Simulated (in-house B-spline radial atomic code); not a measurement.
Values are calculated unless marked as measured or tabulated.
# Making a Troullier-Martins s channel for I, r_c = 1.78 bohr

I, [Kr] 4d10 5s2 5p5, non-relativistic PBE, spherical and spin-unpolarised, from a B-spline radial code for spherical atoms (atomic units). The all-electron 5s level is ε = -0.588586 hartree, its outermost node lies just inside 0.93 bohr and its outer maximum at 1.78 bohr.

Inside r_c the pseudo-orbital is u(r) = r^1 exp(p(r)), with p = c0 + c2 r² + c4 r⁴ + … + c12 r¹². The seven coefficients follow from p and its first four derivatives at r_c, from zero curvature of the screened potential at the origin, c4 = −c2²/(2l + 5), and from the norm inside r_c. At r_c the all-electron orbital has P = 0.8106636, P' = -0.002078223, the screened potential V = -1.419751, V' = 1.896509, V'' = -3.397413, and the norm inside is Q = 0.3762394.

(1) What are p, p' and p'' at r_c?

For a trial c2 the five matching conditions are linear in c0, c6, c8, c10 and c12, and c2 is varied until the norm inside r_c equals Q. The root nearest zero gives:

```csv
n,c_n
0,-1.822784
2,1.15006
4,-0.2645276
6,-0.07250891
8,0.04029845
10,-0.006516419
12,0.0003694661
```

(2) Check c4 and p(r_c), and find the screened pseudopotential at the origin.

Orbitals and screened potentials:

| r (bohr) | P | u | V all-electron | V pseudo |
| --- | --- | --- | --- | --- |
| 0.178 | 0.1514 | 0.02982 | -152.2 | 2.858 |
| 0.445 | -0.2029 | 0.08931 | -32.37 | 2.715 |
| 0.712 | -0.3464 | 0.1912 | -12.66 | 2.019 |
| 0.979 | 0.1151 | 0.3608 | -6.107 | 0.5255 |
| 1.246 | 0.534 | 0.5794 | -3.394 | -1.133 |
| 1.513 | 0.7528 | 0.7544 | -2.092 | -1.798 |
| 1.78 | 0.8107 | 0.8107 | -1.42 | -1.42 |

Logarithmic derivatives P'/P at R = 2.08 bohr, for energies E around ε:

```json
{"E − ε (hartree)": "-0.5", "all-electron": "0.398843", "pseudo": "0.394685"}
{"E − ε (hartree)": "-0.25", "all-electron": "0.0564619", "pseudo": "0.0549998"}
{"E − ε (hartree)": "-0.1", "all-electron": "-0.187934", "pseudo": "-0.188227"}
{"E − ε (hartree)": "0", "all-electron": "-0.372475", "pseudo": "-0.372474"}
{"E − ε (hartree)": "0.1", "all-electron": "-0.57863", "pseudo": "-0.579042"}
{"E − ε (hartree)": "0.25", "all-electron": "-0.93982", "pseudo": "-0.943252"}
{"E − ε (hartree)": "0.5", "all-electron": "-1.75086", "pseudo": "-1.77486"}
```

(3) With P(R) = 0.7620625 and a norm of 0.565133 inside R, what slope in energy does norm conservation fix?

Results:

(1) p = ln(P/r_c^1) = ln(0.8106636/1.78) = -0.78652. p' = P'/P − 1/r_c = -0.00256 − 0.56180 = -0.56436. The radial equation gives p'' = 2(V − ε) − 2(1) p'/r_c − p'² = -1.66233 − (-0.63411) − 0.31850 = -1.34672. Differentiating, p''' = 2V' + 2(1)p'/r_c² − 2(1)p''/r_c − 2p'p'' = 3.4299, and p'''' = 2V'' − 4(1)p'/r_c³ + 4(1)p''/r_c² − 2(1)p'''/r_c − 2p''² − 2p'p''' = -11.704.

(2) −c2²/5 = -0.264528, as listed. The terms c_n r_c^n are -1.82278, 3.64385, -2.65553, -2.30628, 4.06114, -2.08070, 0.37378, which sum to -0.78652. Inverting the radial equation, V_l(r) = ε + 1 p'/r + (p'' + p'²)/2, so V_l(0) = ε + (2l + 3) c2 = -0.588586 + 3 × (1.15006) = 2.8616 hartree, finite where the all-electron potential diverges.

(3) d(P'/P)/dE = −2 × (norm inside R)/P(R)² = -1.9463 per hartree·bohr at E = ε, for both atoms, since orbital and norm agree at R. Differences over ±0.1 hartree give -1.9535 (all-electron) and -1.9541 (pseudo), which also hold third-order terms. Half a hartree below ε the two curves differ by -0.0042.
